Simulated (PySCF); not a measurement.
**How the method changes the constants of TbP**

State: septet, about 8.1 electrons in the 4f shell (Mulliken), real f orbitals that mix terms. Set-up: PySCF, spin-free X2C with a Gaussian nucleus, basis sets Tb x2c-SVPall, P x2c-SVPall. De refers to Tb (4f9 6s2) + P in their high-spin ground configurations, without counterpoise correction. The functionals are run spin-unrestricted. A positive dipole means Tb(−)P(+). Levels whose curve was spin-contaminated or gave no clean fit are not listed.

```json
{"Level": "ROHF", "Re (Å)": "2.343", "ωe (cm⁻¹)": "457", "De (eV)": "n/a", "μ (D)": "-8.79"}
{"Level": "ROHF-MP2", "Re (Å)": "2.348", "ωe (cm⁻¹)": "437", "De (eV)": "n/a", "μ (D)": "n/a"}
{"Level": "ROHF-SCS-MP2", "Re (Å)": "2.360", "ωe (cm⁻¹)": "432", "De (eV)": "n/a", "μ (D)": "n/a"}
{"Level": "PBE", "Re (Å)": "2.367", "ωe (cm⁻¹)": "369", "De (eV)": "2.68", "μ (D)": "-6.26"}
{"Level": "BP86", "Re (Å)": "2.374", "ωe (cm⁻¹)": "363", "De (eV)": "2.62", "μ (D)": "-6.17"}
{"Level": "r²SCAN", "Re (Å)": "2.325", "ωe (cm⁻¹)": "407", "De (eV)": "2.84", "μ (D)": "-6.51"}
{"Level": "PBE0", "Re (Å)": "2.320", "ωe (cm⁻¹)": "435", "De (eV)": "2.59", "μ (D)": "-6.52"}
{"Level": "MN15", "Re (Å)": "2.305", "ωe (cm⁻¹)": "429", "De (eV)": "2.04", "μ (D)": "-6.21"}
```

Task: What does a quarter of exact exchange do here, going from PBE to PBE0?

Result: PBE0 less PBE: -4.7 pm in Re, +17.9 % in ωe, -0.09 eV in De. Exact exchange removes part of the self-interaction that spreads semilocal densities, and in most molecules shortens and stiffens the bond and lowers De; so it does here.

Task: What does the step from GGA to meta-GGA do here, going from PBE to r²SCAN?

Result: r²SCAN less PBE: -4.2 pm in Re, +10.3 % in ωe, +0.16 eV in De. 

Task: What does second-order correlation do here, going from ROHF to ROHF-MP2?

Result: ROHF-MP2 less ROHF: +0.5 pm in Re, -4.4 % in ωe. Correlation nearly always deepens the well. The bond lengthens, as in strong covalent bonds, where excitations into antibonding orbitals dominate.

Correlated steps freeze 23 core orbitals. These are scalar-relativistic numbers at best; spin–orbit coupling would shift them, the dissociation energy most. UHF is strongly spin-contaminated for TbP, so the ROHF reference used there is far from stable. With d or f electrons several states lie close, and the lowest PBE0 determinant need not be the measured ground state.

The whole job (state search and all levels along the bond) took about 11 min on 2 threads of Intel Xeon 6975P-C (shared host), peak memory 3.5 GiB.
